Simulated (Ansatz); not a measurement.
Cost and result for the atomization energy of `N[SiH](Cl)[Si](N)(Cl)Cl` (12 atoms, 11 bonds).

Cartesian coordinates in Å:
```
N -0.394 1.007 1.884
Si 0.713 0.912 0.601
Cl 2.368 -0.312 0.951
Si -0.292 -0.127 -1.228
N -0.421 -1.784 -0.881
Cl 0.821 0.329 -2.905
Cl -2.196 0.543 -1.591
H -1.007 0.237 2.100
H -0.220 1.586 2.690
H 1.263 2.263 0.355
H -1.036 -2.378 -1.415
H 0.400 -2.277 -0.562
```

The species carries charge 0 and has multiplicity 1. The geometry is a stationary point of PBE0-D4/def2-TZVP. It is one conformer, not always the lowest. Program: Ansatz. All runs use 2 threads of an AMD EPYC 7R13 on a shared host and a share of an NVIDIA H100 80 GB. Times are those of one run each, without the atoms' runs, and a repeat can differ threefold. Electronic energies, without spin–orbit coupling; frozen cores. CCSD(T)/CBS adds CCSD(T) − MP2 in def2-TZVPP to the MP2 limit, and its time is that of the two runs behind it. T1 = 0.010. B3LYP takes the VWN-RPA correlation (the form of Gaussian; ORCA's B3LYP/G).

CCSD(T)/CBS is a level of theory with its own doubt, some kJ/mol a heavy atom from the limit and from the frozen cores, so smaller differences don't rank the functionals.

```
                             level  functions  wall time
                 B2PLYP/def2-TZVPP        342      2.7 s
                    MP2/def2-QZVPP        614      3.8 s
   PBE-D4/def2-TZVPP (with forces)        342      3.8 s
                PBE0-D4/def2-TZVPP        342        4 s
r2SCAN-D4/def2-TZVPP (with forces)        342      4.5 s
 B3LYP-D4/def2-TZVPP (with forces)        342        6 s
                ωB97X-V/def2-TZVPP        342      7.5 s
  ωB97M-V/def2-TZVPP (with forces)        342        8 s
                CCSD(T)/def2-TZVPP        342        8 s
                 CCSD(T)/CBS(def2)          –       12 s
```

Question: What atomization energy does each give, and how far from CCSD(T)/CBS? (Estimate.)

Answer: Computed: 
```csv
level,atomization (kcal/mol),difference from CCSD(T)/CBS,per bond
B2PLYP/def2-TZVPP,961.4,-20.0,-1.8
MP2/def2-QZVPP,989.5,8.1,0.7
PBE-D4/def2-TZVPP (with forces),995.8,14.4,1.3
PBE0-D4/def2-TZVPP,979.3,-2.1,-0.2
r2SCAN-D4/def2-TZVPP (with forces),980.3,-1.1,-0.1
B3LYP-D4/def2-TZVPP (with forces),976.0,-5.4,-0.5
ωB97X-V/def2-TZVPP,988.6,7.2,0.7
ωB97M-V/def2-TZVPP (with forces),987.1,5.7,0.5
CCSD(T)/def2-TZVPP,943.0,-38.4,-3.5
CCSD(T)/CBS(def2),981.4,0.0,0.0
```

In def2-TZVPP, CCSD(T) changes the Hartree–Fock value by +257.2 kcal/mol (the triples alone add +17.8 kcal/mol) and MP2 by +280.8 kcal/mol; breaking electron pairs costs correlation energy, which Hartree–Fock lacks. The D4 term adds +17.8 kcal/mol with B3LYP and +9.6 kcal/mol with PBE0; it sums over pairs of atoms, weighted by their polarisabilities, and B3LYP, whose exchange is more repulsive, gets the larger term. From PBE to PBE0 (25 % exact exchange), in def2-TZVPP and without D4, the atomization energy moves by −15.1 kcal/mol: exact exchange takes away binding that semilocal exchange gives to molecules.
